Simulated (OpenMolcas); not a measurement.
# Re²⁺: effect of the active space

```yaml
Program: OpenMolcas
Method: CASSCF or its RAS form
Basis: ANO-RCC-VQZP
Scalar_Hamiltonian: DKH2, point nucleus
Spin-orbit_coupling: RASSI with atomic mean-field integrals over the reference wave functions, term energies averaged over their components
```

A. 5 electrons in 5 orbitals (5d); 2S+1 = 6 even, 1 root; 2S+1 = 4 even, 24 roots; 2S+1 = 2 even, 75 roots; cost roughly 40 core-seconds
B. 5 electrons in 6 orbitals (5d 6s); 2S+1 = 6 even, 6 roots; 2S+1 = 4 even, 84 roots kept (CI in the orbitals of an earlier block, 64 in the spin-orbit step); 2S+1 = 2 even, 184 roots kept (CI in the orbitals of an earlier block, 129 in the spin-orbit step); cost roughly 110 core-seconds
C. 11 electrons in 8 orbitals (RAS1 5p, at most 2 holes; RAS2 5d); 2S+1 = 6 even, 1 root; 2S+1 = 4 even, 24 roots; 2S+1 = 2 even, 75 roots; cost of the order of 80 core-seconds
D. 5 electrons in 10 orbitals (5d 6d); 2S+1 = 6 even, 1 root; 2S+1 = 4 even, 24 roots; 2S+1 = 2 even, 70 roots; cost about 4 core-minutes

Energies in eV above 5d5 6S 5/2, the measured ground level; measured values from the list in Brasseur, Gamrath and Quinet, At. Data Nucl. Data Tables 157, 101636 (2024).

```
               Level       A       B       C       D  Measured
          5d5 6S 5/2  0.0000  0.0000  0.0000  0.0000    0.0000
         5d5 4G 11/2  2.8732  2.8339  2.9183  2.8120    2.2342
          5d5 4G 9/2  2.9381  2.8818  2.9826  2.8673    2.2746
   5d5 4P 1/2 [52 %]  3.2576  2.7974  3.0939  3.1537          
          5d5 4D 7/2  3.5439  3.2412  3.5017  3.4679    2.5359
   5d5 4D 1/2 [65 %]  3.8894  3.3645  3.8052  3.7867          
         5d5 2I 11/2  4.0372  4.1181  4.1540  3.9317    3.2447
         5d5 2I 13/2  4.3085  4.4295  4.4654  4.2210    3.5444
   5d5 4F 5/2 [58 %]  4.9799  4.6496  4.8620  4.8441    3.7570
  5d5 2H 11/2 [66 %]  5.7167  5.6513  5.7317  5.6049          
   5d5 2S 1/2 [73 %]  6.2580  5.5925  6.0890  6.1266          
       5d5 2D 3/2(2)  6.9209  6.4246  6.6963  6.8492          
5d5 2D 5/2(2) [64 %]  7.2272  6.4641  7.0407  7.1420
```

Deviations, from unrounded energies. A percentage is the sum of absolute deviations over the sum of measured energies, with the sign that they share, or ± where signs differ.

| Against measurement | Levels | A | B | C | D |
| --- | --- | --- | --- | --- | --- |
| mean absolute deviation (cm-1) | 6 | 6800 | 6100 | 7100 | 6100 |
| other terms of the ground configuration (%) | 6 | +28.9 | +25.9 | +30.1 | +25.9 |

B, D lie about equally close to measurement and C furthest from it. The largest miss of D in the table is 5d5 4F 5/2 [58 %], by +8800 cm-1. The ranking rests on the paired levels alone, and a cruder setting can come out closer through cancelling errors.

The spin-orbit steps hold different terms of 5d5 (B lacks a 2D, 2P; D lacks a 2D), which shifts levels as well.

Among A to D the level of the table that moves most is 5d5 2D 5/2(2) [64 %], by 6200 cm-1 (lowest in B, highest in A).

Without dynamic correlation excited terms often stand tens of per cent too high (terms of higher spin than the ground term too low), and those without a measured partner can miss by more than the paired ones. Configurations with an s electron lie low in 5d ions of this charge, fall among these levels and mix in, so low-spin terms can stand far too high, up to twice their true height, and weights are not those of the real levels (holds for A). Some high roots are left out of the spin-orbit mixing, which shifts the levels that they would mix with (holds for B). Terms from blocks run as CI alone lack orbitals of their own (holds for B). Configurations are named by rounded mean occupations; where the s occupation lies near a half they are strongly mixed, a name can repeat and a true partner stay unpaired (holds for B). Active for correlation alone: 5p; no level in the range computed is led by a configuration that opens it, so any true level of that kind is missing (holds for C). Active for correlation alone: 6d; no level in the range computed is led by a configuration that fills it, so any true level of that kind is missing (holds for D). Measured partners are found by configuration, term and J. A level has none where our copy of the source lacks it or the pairing is in doubt (some pairs that miss far off the trend of their configuration count as doubtful), and it then counts in no deviation. Only configurations of the active space appear. The table leaves out levels that lie high or whose names do not pair safely across all columns.

A share in square brackets marks a mixed level and gives the weight of the term that names it, the lowest over the columns. A number in round brackets counts repeated terms of one configuration in the order of the reference energies.
